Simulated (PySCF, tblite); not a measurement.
Compound: C₈H₁₆O.
Geometry (GFN2-xTB, Å), atoms numbered from 1 in this order:
```xyz
25
C8H16O angstrom
C      3.4589    0.5807    0.4190
C      2.2401   -0.3265    0.5280
C      0.9585    0.4168    0.1561
C     -0.2757   -0.4838    0.2570
C     -0.3339   -1.4565   -0.8911
O      0.3351   -1.4177   -1.8852
C     -1.5931    0.3277    0.3381
C     -2.7901   -0.5559    0.6890
C     -1.8643    1.0926   -0.9550
H      3.5622    0.9558   -0.5963
H      4.3655    0.0389    0.6774
H      3.3630    1.4316    1.0905
H      2.3646   -1.1817   -0.1382
H      2.1609   -0.7065    1.5501
H      0.8377    1.2780    0.8170
H      1.0515    0.7797   -0.8682
H     -0.2087   -1.0824    1.1743
H     -1.0803   -2.2635   -0.7475
H     -1.4641    1.0536    1.1496
H     -3.0583   -1.2032   -0.1423
H     -3.6522    0.0670    0.9189
H     -2.5778   -1.1742    1.5587
H     -2.8021    1.6381   -0.8755
H     -1.0726    1.8073   -1.1605
H     -1.9358    0.4084   -1.7975
```

Level of theory: PBE0/pcSseg-1 in PySCF (dipole) on a GFN2-xTB geometry, gas phase.

Masses are those of the commonest isotopes; rigid-rotor values at the optimised geometry. The values belong to one conformer with, in the numbering `[CH3:1][CH2:2][CH2:3][C@H:4]([CH:5]=[O:6])[CH:7]([CH3:8])[CH3:9]`, C1–C2–C3–C4 180°, C2–C3–C4–C5 -74°, C3–C4–C5–O6 -12°, C3–C4–C7–C8 -170°.

**Question.** What are A, B and C (cm⁻¹)?

**Answer.** Ia = 208.63, Ib = 558.80, Ic = 626.00 u·Å²; 505379 MHz·u·Å²/I gives 2422, 904.4 and 807.3 MHz, that is A = 0.08080, B = 0.03017, C = 0.02693 cm⁻¹.

**Question.** Classify the top.

**Answer.** An asymmetric top; Ray's κ = -0.880.

**Question.** What does the inertial defect say?

**Answer.** Not planar: Δ = Ic − Ia − Ib = -141.43 u·Å². For a rigid frame Δ = −2 Σ m c², so Σ m c² = 70.72 u·Å² lies off the ab plane: 24.51 from hydrogen and 46.20 from heavier atoms. The atom farthest from that plane is 2.10 Å away.

**Question.** Give the other two planar moments, Paa and Pbb, and the rms extents of the mass along the axes.

**Answer.** Paa = Σ m a² = (Ib + Ic − Ia)/2 = 488.09 and Pbb = Σ m b² = (Ia + Ic − Ib)/2 = 137.92 u·Å². With the mass M = 128.12 u, the rms extents √(P/M) along a, b and c are 1.95, 1.04, 0.74 Å.

**Question.** List the rotational levels J(Ka,Kc) to J = 2 (MHz).

**Answer.** Above 0(0,0):
J = 1: 1(0,1) 1712, 1(1,1) 3230, 1(1,0) 3327
J = 2: 2(0,2) 5131, 2(1,2) 6556, 2(1,1) 6847, 2(2,1) 11401, 2(2,0) 11406
Those of J = 1 are B + C, A + C and A + B.

**Question.** Which lines would a microwave search look for?

**Answer.** The dipole components are |μa| = 1.20 D, |μb| = 2.04 D, |μc| = 1.25 D. The squared components, which scale the intensities, stand as 0.34 : 1.00 : 0.37 (a : b : c). Some lines, for components of 0.1 D or more:

| type | branch | J(Ka,Kc) | MHz | lower level (cm⁻¹) |
| --- | --- | --- | --- | --- |
| c | Q | 2(1,2) ← 2(0,2) | 1425 | 0.171 |
| c | Q | 1(1,1) ← 1(0,1) | 1518 | 0.057 |
| b | Q | 1(1,0) ← 1(0,1) | 1615 | 0.057 |
| a | R | 1(0,1) ← 0(0,0) | 1712 | 0.000 |
| b | Q | 2(1,1) ← 2(0,2) | 1717 | 0.171 |
| b | R | 2(0,2) ← 1(1,1) | 1901 | 0.108 |
| b | R | 1(1,1) ← 0(0,0) | 3230 | 0.000 |
| a | R | 2(1,2) ← 1(1,1) | 3326 | 0.108 |
| c | R | 1(1,0) ← 0(0,0) | 3327 | 0.000 |
| a | R | 2(0,2) ← 1(0,1) | 3419 | 0.057 |
| a | R | 2(1,1) ← 1(1,0) | 3520 | 0.111 |
| c | Q | 2(2,1) ← 2(1,1) | 4554 | 0.228 |
| b | Q | 2(2,0) ← 2(1,1) | 4558 | 0.228 |
| b | R | 2(1,2) ← 1(0,1) | 4844 | 0.057 |
| b | Q | 2(2,1) ← 2(1,2) | 4845 | 0.219 |
| c | R | 2(1,1) ← 1(0,1) | 5136 | 0.057 |
| b | R | 2(2,1) ← 1(1,0) | 8074 | 0.111 |
| c | R | 2(2,0) ← 1(1,0) | 8079 | 0.111 |
| c | R | 2(2,1) ← 1(1,1) | 8171 | 0.108 |
| b | R | 2(2,0) ← 1(1,1) | 8176 | 0.108 |

**Question.** Estimate the classical rotational partition function at 50 K, 100 K and 500 K.

**Answer.** Point group C1, symmetry number σ = 1; q = (√π/σ)·√((kT/h)³/(ABC)), k/h = 20836.6 MHz/K: 44800 at 50 K, 127000 at 100 K, 1420000 at 500 K.

Its GFN2-xTB frequencies are all real (lowest 34 cm⁻¹). No vibrational averaging or centrifugal distortion is included, and the geometry carries the error of its method. A rigid rotor knows nothing of internal rotation, which can split or shift real lines.
